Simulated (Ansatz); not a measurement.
`Cl[CH2][GeH]([Cl])[Cl]` + H₂ → `[Cl][GeH2][Cl]` + `CCl` at 600 K and 1 bar (hydrogenolysis of a Ge–C bond).

Computed with Ansatz on PBE0-D4/def2-TZVP structures; ΔE is electronic, products minus reactants. CBS: MP2 limit from def2 TZ/QZ plus the TZ coupled-cluster correction, frozen cores. This one scheme is used for every species. For Ge outer-core shells are correlated without core-valence functions, which leaves a few kJ/mol of doubt a bond. Scalar relativity is left out up to krypton. Each species was taken in one conformer, which may not be the lowest.

```csv
species,CCSD(T)/CBS energy (Eh),H − E (kJ/mol),S (J/(mol·K))
`Cl[CH2][GeH]([Cl])[Cl]`,-3495.38945,162.1,461.6
H₂,-1.17544,43.9,150.8
`[Cl][GeH2][Cl]`,-2996.94498,87.0,354.5
`CCl`,-499.63220,125.0,268.9
```

H − E and S are ideal-gas, rigid-rotor, harmonic terms from PBE0-D4/def2-TZVP, for one conformer and one mirror image of each species. For small species the MP2-based limit differs from directly extrapolated CCSD(T) by up to some mEh (0.8 for H₂); such offsets cancel only in part. 1 Eh = 2625.50 kJ/mol, R = 8.31446 J/(mol·K).

Question: By hand: ΔE, ΔH, ΔS and ΔG.

Answer: ΔE = (-2996.94498) + (-499.63220) − (-3495.38945) − (-1.17544) = -0.01229 Eh = -32.3 kJ/mol. Δ(H − E) = 87.0 + 125.0 − 162.1 − 43.9 = 6.0, so ΔH = -26.3 kJ/mol. ΔS = 354.5 + 268.9 − 461.6 − 150.8 = 11.0 J/(mol·K). ΔG = -26.3 − 600 × (11.0)/1000 = -32.9 kJ/mol.

Question: By hand: the equilibrium constant, and the temperature at which ΔG would vanish if ΔH and ΔS stayed fixed.

Answer: log₁₀ K = −ΔG/(RT ln 10) = 2.9. ΔH and −TΔS have one sign here, so there is no such temperature.

The number of gas molecules stays the same, so ΔS is small and ΔH decides. A doubt of 5 kJ/mol in ΔE shifts log₁₀ K by 0.4 here. Other conformers and mirror images would add mixing entropy, several J/(mol·K) or more a flexible species. Modes under 60 cm⁻¹, often nearly free rotors, make the harmonic entropy too high. These are equilibria of isolated gas molecules and say nothing of rates. Largest T1 diagnostic: 0.009 (customary marks: 0.02 for closed shells, 0.045 for open ones).

ΔS is within the doubt of such terms, so its sign, and with it that verdict, could turn.
